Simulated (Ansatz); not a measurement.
A run for Ansatz (a first-principles code): R-CCSD(T)/def2-SVPD on GeH3I (SMILES [GeH3][I]) with ghost functions, monomers drawn apart or pushed together. Elements past Kr take the def2 small-core potentials; no spin–orbit coupling. The run froze 23 orbitals, filled d shells among them.

Ansatz 0.2 input:
```yaml
crystal:
  periodic: [false, false, false]
  atoms:
    - {symbol: Ge, position_ang: [-0.96600186, 1.13646228, 0.75836400]}
    - {symbol: I, position_ang: [0.21707571, -0.99698389, 0.05100314]}
    - {symbol: H, position_ang: [0.06753316, 2.02844844, 1.45395229]}
    - {symbol: H, position_ang: [-1.50920238, 1.79794611, -0.51394375]}
    - {symbol: H, position_ang: [-2.09978816, 0.74160661, 1.71023897]}
basis:
  gaussian:
    orbitals: def2-SVPD
    ghost_atoms:
      - {symbol: C, position_ang: [0.21652112, 0.03406958, 5.81906712]}
      - {symbol: H, position_ang: [0.59653680, -0.55499082, 4.98578402]}
      - {symbol: H, position_ang: [0.59552347, -0.37403741, 6.75493894]}
      - {symbol: H, position_ang: [0.54580995, 1.06734083, 5.71621099]}
      - {symbol: H, position_ang: [-0.87221633, -0.00257982, 5.82319008]}
magnetization: {spin_polarized: false}
correlation: {method: ccsd_t, electrons: outside_noble_gas}
scf: {lower_state_search: off}
```

The log:

```
WARN ansatz: RAYON_NUM_THREADS=1 ignored (pool sized by the plan → 1); use --threads N
Functional definition: HF
these checks for a lower state are left out or cut short: stability, starts, cluster_reference, orbital_swaps, neighbouring_geometries, increment
integrals: 0.41 GiB planned
1487 factors; integrals over basis functions are off by at most 1.2e-3 eV
mean field: 0.57 GiB planned
mean field evaluation 1: about -64586.4763 eV, gradient 1.3e1 eV
mean field evaluation 2: about -64586.4856 eV, gradient 1.3e1 eV
mean field evaluation 4: about -64587.2030 eV, gradient 1.8e0 eV
mean field evaluation 8: about -64587.2142 eV, gradient 9.0e-2 eV
mean field -64587.21427138 eV, -2373.5363456869 hartree, gradient 2.5e-6 eV, S^2 0.000000; 0 other end points of the search recorded, 0 dependent functions left out
23 core orbitals not correlated
reference -64587.21427138 eV, -2373.5363456869 hartree; 7, 7 occupied and 119, 119 virtual orbitals, 1487 factors
second order -5.67420479 eV of doubles, -0.00000000 eV of singles
coupled cluster: 0.92 GiB planned
cycle   1  -6.32460059 eV  change   -6.5e-1 eV  update   6.5e-2
cycle   2  -6.54990802 eV  change   -2.3e-1 eV  update   2.1e-2
cycle   3  -6.57168888 eV  change   -2.2e-2 eV  update   6.2e-3
cycle   4  -6.56979321 eV  change    1.9e-3 eV  update   1.7e-3
cycle   5  -6.56931284 eV  change    4.8e-4 eV  update   4.6e-4
cycle   6  -6.56928576 eV  change    2.7e-5 eV  update   1.5e-4
cycle   7  -6.56929656 eV  change   -1.1e-5 eV  update   3.9e-5
cycle   8  -6.56930461 eV  change   -8.0e-6 eV  update   1.1e-5
perturbative correction -0.17255741 eV, -0.0063413678 hartree
Total energy: -64593.95613339 eV, -2373.7841045462 hartree
Checks for a lower state left out: stability, starts, cluster_reference, orbital_swaps, neighbouring_geometries, increment
```

The calculation finished and met its thresholds.

Cost: about 10 core-seconds (a rough figure).
